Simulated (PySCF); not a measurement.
PySCF job for NbOBr, SMILES [Nb]([Br])=[O] (connectivity only; charge and spin as stated), neutral, multiplicity 3, IEF-PCM-ωB97X/def2-SVP. Coordinates come from a B3LYP-D3(BJ)/def2-TZVP optimisation. The spin state was assumed, not searched. The def2 effective core potentials stand for the cores of Nb; spin–orbit coupling is left out.

```python
import numpy as np
from pyscf import gto, scf, dft
from pyscf.solvent import pcm

mol = gto.M(
    atom='''
    Nb    0.29637575    0.92860648    0.00000000
    O    -1.08747155    1.90100816    0.00000000
    Br   -0.09861810   -1.52231231    0.00000000
    ''',
    basis='def2-SVP',
    ecp={'Nb': 'def2-svp'},
    charge=0,
    spin=2,
    max_memory=1600,
    verbose=3,
)
mf = dft.UKS(mol, xc='wb97x').density_fit(auxbasis='def2-universal-jkfit')
mf.grids.level = 3
mf.conv_tol = 1e-9
mf.max_cycle = 100
mf.kernel()
fine, coarse = mf.grids, dft.Grids(mol).set(level=1).build(with_non0tab=True)
for _ in range(3):  # follow internal instabilities
    mf.grids = coarse
    mo, _, stable, _ = mf.stability(return_status=True, nroots=4)
    mf.grids = fine
    if stable:
        break
    mf.kernel(mf.make_rdm1(mo, mf.mo_occ))
res = {}
for name, eps in {'water': 78.355, 'dimethylsulfoxide': 46.826, 'cyclohexanone': 15.619}.items():
    s = mf.PCM()
    s.with_solvent.method, s.with_solvent.eps, s.with_solvent.lebedev_order = 'IEF-PCM', eps, 29
    s.kernel(mf.make_rdm1())
    res[name] = (s.e_tot, eps, s.dip_moment(), s.mo_energy, s.converged)
    print(f'{name}: electrostatic solvation free energy {(s.e_tot - mf.e_tot) * 627.509474:.3f} kcal/mol')
```

Program output:

```

WARN: HOMO -0.535761271350556 >= LUMO -0.561166107396774


WARN: HOMO 0.113789925996936 >= LUMO 0.0454460443257858

converged SCF energy = -2706.02003066319  <S^2> = 2.0067448  2S+1 = 3.0044932
<class 'pyscf.df.df_jk.DFUKS'> wavefunction is stable in the internal stability analysis

WARN: PCM is an experimental feature. It is still in testing.
Features and APIs may be changed in the future.

converged SCF energy = -2706.04519566535  <S^2> = 2.0063823  2S+1 = 3.0042519
Dipole moment(X, Y, Z, Debye):  6.35486,  3.03116, -0.00000
water: electrostatic solvation free energy -15.791 kcal/mol

WARN: PCM is an experimental feature. It is still in testing.
Features and APIs may be changed in the future.

converged SCF energy = -2706.04480525289  <S^2> = 2.0063918  2S+1 = 3.0042582
Dipole moment(X, Y, Z, Debye):  6.32865,  3.02017,  0.00000
dimethylsulfoxide: electrostatic solvation free energy -15.546 kcal/mol

WARN: PCM is an experimental feature. It is still in testing.
Features and APIs may be changed in the future.

converged SCF energy = -2706.04294288115  <S^2> = 2.0064361  2S+1 = 3.0042876
Dipole moment(X, Y, Z, Debye):  6.20349,  2.96666,  0.00000
cyclohexanone: electrostatic solvation free energy -14.378 kcal/mol
```

The calculation finished and met its thresholds.

Cost: around 60 core-seconds (rough).
